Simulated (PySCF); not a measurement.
B(Et)2(OMe), SMILES C(C)B(OC)CC (C5H13BO), GFN2-xTB optimised geometry.

```
20

B     -0.38    -0.09     0.00
C     -1.20    -1.47     0.01
C     -1.80    -1.80    -1.37
H     -2.02    -1.43     0.73
H     -0.56    -2.30     0.31
H     -1.01    -1.89    -2.11
H     -2.48    -1.01    -1.70
H     -2.35    -2.74    -1.34
C      1.22    -0.09     0.00
C      1.84    -0.91    -1.13
H      1.57    -0.50     0.95
H      1.60     0.94    -0.06
H      1.54    -0.51    -2.10
H      1.51    -1.94    -1.08
H      2.92    -0.89    -1.08
O     -0.95     1.12     0.00
C     -2.32     1.42     0.01
H     -2.92     0.59     0.38
H     -2.47     2.30     0.64
H     -2.64     1.66    -1.01
```

Density from PBE0/def2-SVP in PySCF at that geometry.

Minimum of the electron density along straight lines between bonded atoms, close to the bond critical point (lines longer than 1.1 times the sum of covalent radii, or with two minima, are not listed):

```csv
bond,length / Å,ρ at the minimum / e bohr⁻³,∇²ρ there / e bohr⁻⁵,position (fraction from the first atom)
B1–C2,1.607,0.174,-0.18,0.32
C2–C3,1.535,0.233,-0.51,0.50
C2–H4,1.094,0.268,-0.92,0.62
C2–H5,1.091,0.272,-0.96,0.62
C3–H6,1.087,0.277,-1.01,0.62
C3–H7,1.088,0.276,-1.00,0.62
C3–H8,1.089,0.276,-1.00,0.62
B1–C9,1.601,0.178,-0.21,0.32
C9–C10,1.532,0.235,-0.52,0.49
C9–H11,1.093,0.268,-0.92,0.62
C9–H12,1.091,0.273,-0.97,0.62
C10–H13,1.088,0.276,-1.00,0.62
C10–H14,1.087,0.276,-1.00,0.62
C10–H15,1.088,0.276,-1.00,0.62
B1–O16,1.333,0.209,1.32,0.33
O16–C17,1.405,0.256,-0.35,0.66
C17–H18,1.092,0.282,-1.07,0.64
C17–H19,1.092,0.282,-1.08,0.64
C17–H20,1.093,0.281,-1.06,0.63
```
